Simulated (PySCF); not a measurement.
## Correlation energy of O (oxygen, neutral)

[He] 2s1 2p5, high-spin 3P determinant (an excited configuration). All numbers are calculated (PySCF 2.14, the non-relativistic Hamiltonian (point nucleus), in dyall-acv3z). Frozen: nothing; 8 electrons correlated; the 5 highest virtual orbitals of each spin left out.

```csv
level,correlation energy (mhartree)
CCSD,-266.62
(T),-15.60
CCSD(T),-282.22
```

Diagnostics: T1 = 0.020, D1 = 0.0571, largest double amplitude 0.192.

Is a single reference adequate?

Not fully. A double-excitation amplitude exceeds 0.15, a sign of near-degeneracy.
